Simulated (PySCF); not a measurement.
H₄N₂OSW, SMILES [NH]=[W](=[S])([OH])[NH2], multiplicity 1. The structure is a stationary point at PBE-D3(BJ)/def2-SVP. The spin state was assumed, not searched. The structure was generated by enumeration; whether it is a known compound was not checked. The def2 effective core potentials stand for the cores of W; spin–orbit coupling is left out. Other conformers were not sampled.

Computed equilibrium geometry at PBE-D3(BJ)/def2-SVP (PySCF confirms it by a frequency run) as a Z-matrix (one conformer of several):
```
W
N 1 1.7646
H 2 1.0260 1 150.94
O 1 1.9141 2 109.78 3 -119.37
H 4 0.9741 1 122.11 2 -12.15
N 1 1.9501 2 104.71 3 120.73
H 6 1.0234 1 124.76 2 11.47
H 6 1.0253 7 111.23 1 170.62
S 1 2.1686 2 112.22 3 2.60
```
